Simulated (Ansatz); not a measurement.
C2H6Ge⁺, that is GeMe2 with one electron fewer, relaxed as a doublet with UKS PBE-D4/def2-TZVP in Ansatz, starting from the PBE-D4/def2-TZVP geometry of the neutral singlet. Force threshold 0.02 eV/Å.

The relaxation made no stability test and no search for a lower SCF solution.

Start:

```xyz
9

Ge   -1.1554    0.7846   -0.0235
C     0.3178    0.4921   -1.3659
H     0.3410   -0.5744   -1.6483
H     1.2947    0.7192   -0.9071
H     0.1949    1.0980   -2.2725
C    -0.3789   -0.4524    1.3639
H     0.6064   -0.0649    1.6757
H    -0.2030   -1.4495    0.9270
H    -1.0175   -0.5528    2.2507
```

```
step  energy (eV)  largest force component (eV/Å)  SCF passes
   1  -58670.3740                           2.394          18
   2  -58670.7048                           0.535          20
   3  -58670.7701                           0.243          19
   4  -58670.8029                           0.196          19
   5  -58670.8064                           0.119          19
   6  -58670.8101                           0.062          20
   7  -58670.8103                           0.003          13
```

Force components are those of the run's own axes.

End:

```xyz
9

Ge   -0.840    0.568   -0.018
C     0.373    0.549   -1.549
H     0.404   -0.495   -1.907
H     1.368    0.835   -1.165
H     0.046    1.226   -2.344
C    -0.416   -0.520    1.548
H     0.549   -0.147    1.932
H    -0.291   -1.556    1.188
H    -1.193   -0.459    2.317
```

By distances, no bond broke or formed. The bond that changes most is Ge1–C2, from 2.01 to 1.95 Å (atoms count from 1).

No frequencies were taken in this run, so the end may be a saddle point.

Hardware: 4 threads of Arm Neoverse V2 on a shared host. Wall time 8 s.
